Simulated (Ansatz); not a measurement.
Gas-phase reaction in SMILES: C[SiH2]O[SiH2]C → C[SiH2] + C[SiH2][O] (the O-Si bond at the site shown breaks; other sites are not compared here)
Structures are relaxed separately at B3LYP-D3(BJ)/def2-TZVP in Ansatz (a quantum-chemistry and plane-wave program), one conformer each, not searched for the lowest.

Wanted: bond dissociation energy (electronic energy difference), in eV. Cores are frozen in the correlated levels unless marked. Open shells are spin-unrestricted. Spin-orbit coupling is left out. Non-relativistic unless marked X2C. Basis-set limits of correlation are two-point, X^-3; Hartree-Fock from the larger set. [CCSD(T)-MP2]/basis is that difference in the basis named.

```tsv
level	program	bond dissociation energy (eV)
PBE/def2-TZVPD	Ansatz	5.34
BLYP-D4/def2-TZVPD	Ansatz + dftd4	…
revPBE-D3(BJ)/def2-TZVPD	Ansatz + dftd3	…
B3LYP-D3(BJ)/def2-TZVPD	Ansatz + dftd3	5.59
PBE0/def2-TZVP	Ansatz	…
r2SCAN0/def2-TZVPD	Ansatz	…
HSE06-D3(BJ)/def2-TZVPD	Ansatz + dftd3	5.56
CAM-B3LYP/def2-TZVPD	Ansatz	5.68
SCS-MP2/cc-pV(T+d)Z	Ansatz	6.09
CCSD/cc-pV(D+d)Z	Ansatz	5.34
X2C-CCSD(T)/cc-pVTZ-DK	Ansatz	5.71
RI-MP2/CBS(cc-pV(T+d)Z,cc-pV(Q+d)Z)+[CCSD(T)-MP2]/cc-pV(T+d)Z	Ansatz	5.98
```

Q: Some entries are withheld; supply them.

A: 
- BLYP-D4/def2-TZVPD, bond dissociation energy (eV): 5.40
- revPBE-D3(BJ)/def2-TZVPD, bond dissociation energy (eV): 5.23
- PBE0/def2-TZVP, bond dissociation energy (eV): 5.50
- r2SCAN0/def2-TZVPD, bond dissociation energy (eV): 5.51
